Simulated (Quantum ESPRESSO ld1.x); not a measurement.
Task: The gold ion Au42+, configuration [Kr] 4d1 (the NIST ground configuration). Calculated with ld1.x of Quantum ESPRESSO 7.5: Dirac Kohn-Sham, PBE, spin-unpolarised, spherical densities, point nucleus; open shells fill j = l - 1/2 first. Some entries of the table are withheld. Estimate them.

orbital  occ.  eigenvalue (hartree)  <r> (bohr)
1s1/2       2              -3036.93     0.01686
2s1/2       2              -595.484     0.07040
2p1/2       2                   (1)     0.05795
2p3/2       4                   (2)     0.06648
3s1/2       2              -193.856         (3)
3p1/2       2              -184.431      0.1714
3p3/2       4              -169.099      0.1862
3d3/2       4              -153.817      0.1618
3d5/2       6              -150.495      0.1663
4s1/2       2              -88.8897      0.3676
4p1/2       2              -84.8022      0.3639
4p3/2       4              -79.9332      0.3860
4d3/2       1              -73.4622         (4)
4d5/2       0              -72.4199         (5)

Result: 
(1) 2p1/2 eigenvalue (hartree): -574.025
(2) 2p3/2 eigenvalue (hartree): -506.507
(3) 3s1/2 <r> (bohr): 0.1812
(4) 4d3/2 <r> (bohr): 0.3739
(5) 4d5/2 <r> (bohr): 0.3801
